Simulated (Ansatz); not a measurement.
How methods differ on SnH3O (SMILES [OH][SnH2])

SnH3O: 5 atoms, total charge 0, spin state doublet. SMILES: `[OH][SnH2]`. The coordinates come from a PBE0-D4/def2-TZVP relaxation. This is one conformer, not always the lowest.

```xyz
5

O     0.7074   -0.7329    0.8619
Sn    0.1045    0.3088   -0.7055
H     0.3686   -1.6313    0.8732
H    -1.6068    0.0613   -0.8459
H     0.4763    1.9204   -0.2249
```

Each level gives the energy change with the Sn2–H5 bond stretched from 1.722 to 4.306 Å (eV). The values are calculated.

```csv
level,kind,program,value (eV),less FCI/STO-3G,CPU time (all runs)
UBLYP/STO-3G,GGA,Ansatz,3.87,+0.36,6.2 s
UPBE/STO-3G,GGA,Ansatz,3.87,+0.36,6.5 s
U-r2SCAN/STO-3G,meta-GGA,Ansatz,4.01,+0.50,20 s
UPBE0/STO-3G,global hybrid,Ansatz,3.91,+0.40,7.5 s
U-wB97X/STO-3G,range-separated hybrid,Ansatz,4.01,+0.50,31 s
UB2PLYP/STO-3G,double hybrid,Ansatz,3.77,+0.26,14 s
RPA@PBE/STO-3G,RPA,Ansatz,3.44,-0.07,7.2 s
UMP2/STO-3G,perturbation theory,Ansatz,3.60,+0.09,2.3 s
UCCSDT(Q)/STO-3G,coupled cluster or CI,Ansatz,3.50,-0.01,7.2 s
FCI/STO-3G,exact in the basis,Ansatz,3.51,0.00,2.2 min
```

FCI/STO-3G is exact within its basis and frozen core, so for wave-function methods in that basis the difference is their error; functionals converge differently with the basis, so for them it is only a difference. All-electron rows without a relativistic Hamiltonian named are non-relativistic. The first shape isn't each level's own minimum. The values span 3.44 to 4.01 eV. Spin contamination of the reference (⟨S²⟩ at least 0.1 too high) touches UMP2/STO-3G, UCCSDT(Q)/STO-3G. All rows use very small basis sets, so none should be taken for the real molecule's value. In the correlated wave-function rows the outer d shell of Sn is correlated, in sets not made for it. CPU times are rough (shared hosts, several kinds of processor and program).
